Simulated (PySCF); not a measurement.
# Telling isomers of C7H6N2 apart by NMR

[PySCF 2.14: J couplings at B3LYP/pcJ-1 (spin–dipole term left out of most H,H and C,H couplings); PBE0-D3(BJ)/def2-SVP geometry; shielding tensors at PBE0/pcSseg-1 (GIAO); equivalent nuclei averaged; one computed conformer; non-relativistic; no solvent]

References, each an isolated molecule treated in the same way: TMS for ¹H and ¹³C. Multiplet labels drop J under 1 Hz and among equivalent protons, and merge close values. Unscaled 3J(H,H) run several per cent high. Shifts are as computed. Against solution values, carbons near 30 ppm lie about +2 ppm off and those near 130 ppm about +5 ppm. Of 1309 compounds with measured shifts, 239 miss one by over three times the rms of a fit or turn the order of signals round; such compounds aren't used in these exercises. OH and NH positions are gas-phase values without hydrogen bonding to other molecules.

(1) Tabulate the signals of `c1ccc2[nH]ncc2c1`, `Cc1cccc(C#N)n1` and their relative energies.

(2) What is the quickest way to tell c1ccc2[nH]ncc2c1 from Cc1cccc(C#N)n1?

Answers

(1) 
```tsv
SMILES	carbon types	δC	δH	E rel. (kcal/mol)
c1ccc2[nH]ncc2c1	2×C 5×CH	142.5, 137.2, 131.4, 127.4, 126.4, 125.9, 112.7	9.13 (br s, 1H), 7.96 (d, 1H), 7.89 (dd, 1H), 7.48 (m, 1H), 7.47 (m, 1H), 7.33 (m, 1H)	0.0
Cc1cccc(C#N)n1	3×C 3×CH 1×CH3	165.1, 141.6, 138.7, 132.2, 130.6, 122.9, 26.4	7.74 (t, 1H), 7.47 (d, 1H), 7.30 (d, 1H), 2.70 (s, 3H)	7.5
```

Energies are electronic energies at PBE0/pcSseg-1 on these geometries, without zero-point or thermal terms, each for the one conformer computed, which needn't be the lowest.

(2) Both give the same number of carbon signals, but DEPT or the intensities differ. The first has an aromatic CH at 112.7 ppm, the second a methyl carbon on an aromatic ring (CH3) at 26.4 ppm. Their most deshielded carbons lie at 142.5 and 165.1 ppm.
